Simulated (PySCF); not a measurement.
# Polarisability and C₆ of Pd (palladium, neutral)

[Kr] 4d10, closed-shell 1S. All numbers are calculated (PySCF 2.14, the spin-free X2C one-electron Hamiltonian (Gaussian nucleus), in ANO-RCC-VTZP (7s6p4d2f1g, 68 functions)). Coupled (time-dependent) response in atomic units; α is the mean over directions. The basis has no added diffuse functions, which lowers α and C₆.

```
method  mean α (bohr³)  C₆ (like pair)  S(−4)
 HSE06           19.03           119.8  242.3
```

S(−4) is the Cauchy moment in α(ω) = α(0) + S(−4) ω² + …

Reference α: 26.14 ± 0.1 bohr³ (recommended; Schwerdtfeger and Nagle, table of static dipole polarizabilities (2023 update)). Published C₆: 628.0 (Gould and Bucko (2016)).

α(iu) at HSE06:

```tsv
u (hartree)	α(iu) (bohr³)
0	19.03
0.0500	18.45
0.100	16.98
0.200	13.37
0.300	10.61
0.500	7.659
0.750	5.946
1.00	4.903
1.50	3.493
2.00	2.554
3.00	1.473
5.00	0.6408
```

A single London oscillator, α(iu) = α/(1 + u²/ω²), gives C₆ = (3/4) ω α². Matching the computed C₆ needs ω = 4 × 119.8 / (3 × 19.03²) = 0.441 hartree.
